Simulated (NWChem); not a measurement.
System: GeSiH3F, singlet; SMILES [F][Ge][SiH3]

Here is an NWChem input.

```
start job
memory heap 200 mb stack 900 mb global 1100 mb
geometry units angstroms noautoz
  Ge    -0.403042     0.666415    -0.180854
  F      1.257465     1.098241     0.235932
  Si     0.123043    -1.772281    -0.035205
  H      0.620330    -2.083453     1.344827
  H      1.219938    -2.094757    -1.005432
  H     -1.043118    -2.667361    -0.328246
end
basis spherical
  * library def2-svp
end
dft
  xc b3lyp
  iterations 150
  vectors input atomic output neutral.movecs
end
task dft energy
charge 1
dft
  odft
  mult 2
  vectors input atomic output cation.movecs
end
task dft energy
```

Output (shortened):

```
             Northwest Computational Chemistry Package (NWChem) 7.3.0
             --------------------------------------------------------

 C1  symmetry detected

                             Geometry "geometry" -> ""
                             -------------------------

 Output coordinates in angstroms (scale by  1.889725989 to convert to a.u.)

  No.       Tag          Charge          X              Y              Z
 ---- ---------------- ---------- -------------- -------------- --------------
    1 Ge                  32.0000    -0.42815929     0.67740062    -0.00000928
    2 F                    9.0000     1.28706515     1.09629542     0.00000015
    3 Si                  14.0000     0.09914611    -1.76537777    -0.00002041
    4 H                    1.0000     0.91658459    -2.08896145     1.21476296
    5 H                    1.0000     0.92287318    -2.08787904    -1.21079557
    6 H                    1.0000    -1.10999230    -2.65134936    -0.00338604

 Effective nuclear repulsion energy (a.u.)     237.2512698010

                                 NWChem DFT Module
                                 -----------------

 Summary of "ao basis" -> "ao basis" (spherical)
 ------------------------------------------------------------------------------
       Tag                 Description            Shells   Functions and Types
 ---------------- ------------------------------  ------  ---------------------
 Ge                         def2-svp                12       32   5s4p3d
 F                          def2-svp                 6       14   3s2p1d
 Si                         def2-svp                 8       18   4s3p1d
 H                          def2-svp                 3        5   2s1p

            General Information
            -------------------
          SCF calculation type: DFT
          Wavefunction type:  closed shell.
          No. of atoms     :     6
          No. of electrons :    58
           Alpha electrons :    29
            Beta electrons :    29
          Charge           :     0
          Spin multiplicity:     1
          Use of symmetry is: off; symmetry adaption is: off
          Maximum number of iterations: 150
          AO basis - number of functions:    79
                     number of shells:    35
          Convergence on energy requested:  1.00D-06
          Convergence on density requested:  1.00D-05
          Convergence on gradient requested:  5.00D-04

              XC Information
              --------------
                         B3LYP Method XC Potential
                     Hartree-Fock (Exact) Exchange  0.200
                        Slater Exchange Functional  0.800 local
                    Becke 1988 Exchange Functional  0.720 non-local
              Lee-Yang-Parr Correlation Functional  0.810
                  VWN I RPA Correlation Functional  0.190 local

             Grid Information
             ----------------
          Grid used for XC integration:  medium
          Radial quadrature: Mura-Knowles
          Angular quadrature: Lebedev.
          Tag              B.-S. Rad. Rad. Pts. Rad. Cut. Ang. Pts.
          ---              ---------- --------- --------- ---------
          Ge                  1.25      112          10.0       590
          F                   0.50       49          11.0       434
          Si                  1.10       88          10.0       590
          H                   0.35       45          11.0       434
          Grid pruning is: on
          Number of quadrature shells:   384
          Spatial weights used:  Erf1

      Superposition of Atomic Density Guess
      -------------------------------------

 Sum of atomic energies:       -2464.57238309

      Non-variational initial energy
      ------------------------------

 Total energy =   -2464.828256
 1-e energy   =   -3909.231824
 2-e energy   =    1207.152298
 HOMO         =      -0.201156
 LUMO         =      -0.066977

   convergence    iter        energy       DeltaE   RMS-Dens  Diis-err
 ---------------- ----- ----------------- --------- --------- ---------
 d= 0,ls=0.0,diis     1  -2467.7005115736 -2.70D+03  2.09D-02  5.86D-01
 d= 0,ls=0.0,diis     2  -2467.3898937815  3.11D-01  1.24D-02  4.02D+00
 d= 0,ls=0.0,diis     3  -2467.7782097597 -3.88D-01  1.71D-03  2.06D-02
 d= 0,ls=0.0,diis     4  -2467.7796621888 -1.45D-03  3.52D-04  2.29D-03
 d= 0,ls=0.0,diis     5  -2467.7798260727 -1.64D-04  8.97D-05  7.38D-05
  Resetting Diis
 d= 0,ls=0.0,diis     6  -2467.7798306369 -4.56D-06  2.96D-05  3.42D-06
 d= 0,ls=0.0,diis     7  -2467.7798310608 -4.24D-07  1.28D-05  1.69D-07
 d= 0,ls=0.0,diis     8  -2467.7798310693 -8.54D-09  5.92D-06  1.99D-07

         Total DFT energy =    -2467.779831069332
      One electron energy =    -3909.617783800922
           Coulomb energy =     1316.175779721599
    Exchange-Corr. energy =     -111.589096791001
 Nuclear repulsion energy =      237.251269800993

 Numeric. integr. density =       57.999997820247

                       DFT Final Molecular Orbital Analysis
                       ------------------------------------

 Vector   27  Occ=2.000000D+00  E=-3.493119D-01
              MO Center=  6.5D-01, -1.9D+00,  4.9D-03, r^2= 2.3D+00
   Bfn.  Coefficient  Atom+Function         Bfn.  Coefficient  Atom+Function
  ----- ------------  ---------------      ----- ------------  ---------------
    65      0.323780  4 H  s                 70     -0.322311  5 H  s
    56      0.291586  3 Si pz                59      0.233256  3 Si pz
    53     -0.168026  3 Si pz                66      0.166870  4 H  s
    71     -0.165959  5 H  s                 38      0.092339  2 F  pz
    41     -0.066921  2 F  pz                63     -0.058785  3 Si d  1

 Vector   28  Occ=2.000000D+00  E=-3.462510D-01
              MO Center= -2.5D-01, -2.1D+00, -4.5D-03, r^2= 2.7D+00
   Bfn.  Coefficient  Atom+Function         Bfn.  Coefficient  Atom+Function
  ----- ------------  ---------------      ----- ------------  ---------------
    75      0.376369  6 H  s                 54     -0.271126  3 Si px
    76      0.215995  6 H  s                 57     -0.185473  3 Si px
    70     -0.179677  5 H  s                 65     -0.177181  4 H  s
    51      0.154774  3 Si px                37      0.128574  2 F  py
    71     -0.106645  5 H  s                 66     -0.105379  4 H  s

 Vector   29  Occ=2.000000D+00  E=-2.324344D-01
              MO Center= -2.8D-01, -2.7D-02, -2.5D-05, r^2= 3.8D+00
   Bfn.  Coefficient  Atom+Function         Bfn.  Coefficient  Atom+Function
  ----- ------------  ---------------      ----- ------------  ---------------
    13      0.320525  1 Ge py                 4      0.276323  1 Ge s
    55     -0.271654  3 Si py                58     -0.266549  3 Si py
     5      0.245114  1 Ge s                 16      0.232471  1 Ge py
    49     -0.196221  3 Si s                 37      0.178602  2 F  py
    10     -0.171470  1 Ge py                 3     -0.163052  1 Ge s

 Vector   30  Occ=0.000000D+00  E=-1.191838D-01
              MO Center= -3.5D-01,  5.0D-01,  6.0D-06, r^2= 3.0D+00
   Bfn.  Coefficient  Atom+Function         Bfn.  Coefficient  Atom+Function
  ----- ------------  ---------------      ----- ------------  ---------------
    17      0.611629  1 Ge pz                14      0.464854  1 Ge pz
    11     -0.253645  1 Ge pz                38      0.201703  2 F  pz
    41     -0.175878  2 F  pz                66     -0.154282  4 H  s
    71      0.154149  5 H  s                 59      0.122556  3 Si pz
     8      0.082014  1 Ge pz                65     -0.080347  4 H  s

 Vector   31  Occ=0.000000D+00  E=-1.832307D-02
              MO Center= -2.9D-01,  3.0D-01,  1.1D-04, r^2= 4.2D+00
   Bfn.  Coefficient  Atom+Function         Bfn.  Coefficient  Atom+Function
  ----- ------------  ---------------      ----- ------------  ---------------
    15      0.588750  1 Ge px                16      0.561043  1 Ge py
    58      0.342735  3 Si py                35     -0.340283  2 F  s
    76      0.297006  6 H  s                 57      0.270263  3 Si px
    12      0.248093  1 Ge px                50      0.223473  3 Si s
    71     -0.205201  5 H  s                 66     -0.202892  4 H  s

 Vector   32  Occ=0.000000D+00  E= 2.755016D-02
              MO Center= -3.3D-01, -4.8D-01,  2.0D-05, r^2= 5.3D+00
   Bfn.  Coefficient  Atom+Function         Bfn.  Coefficient  Atom+Function
  ----- ------------  ---------------      ----- ------------  ---------------
    16      0.907090  1 Ge py                58      0.876326  3 Si py
    50      0.802607  3 Si s                  4     -0.553333  1 Ge s
    57     -0.452792  3 Si px                15     -0.438323  1 Ge px
     5     -0.424376  1 Ge s                 13      0.303382  1 Ge py
    49      0.296648  3 Si s                 76     -0.297283  6 H  s

     Multipole analysis of the density
     ---------------------------------

     L   x y z        total         alpha         beta         nuclear
     -   - - -        -----         -----         ----         -------
     0   0 0 0     -0.000000    -29.000000    -29.000000     58.000000

     1   1 0 0     -0.665174     -0.332587     -0.332587     -0.000000
     1   0 1 0      0.031168      0.015584      0.015584      0.000000
     1   0 0 1     -0.000080     -0.000040     -0.000040      0.000000

     2   2 0 0    -29.784270    -57.453164    -57.453164     85.122057
     2   1 1 0     -0.733071     -0.489551     -0.489551      0.246032
     2   1 0 1     -0.000225      0.000099      0.000099     -0.000424
     2   0 2 0    -30.917897   -167.024091   -167.024091    303.130285
     2   0 1 1     -0.000423      0.000352      0.000352     -0.001128
     2   0 0 2    -25.754898    -18.129925    -18.129925     10.504951

                                 NWChem DFT Module
                                 -----------------

[...]
```

Level: B3LYP/def2-SVP, vertical spin-unrestricted ions. Low-valent species are run as closed-shell singlets; no triplet was tried in these runs. Coordinates come from a PBE0/def2-SVP optimisation.
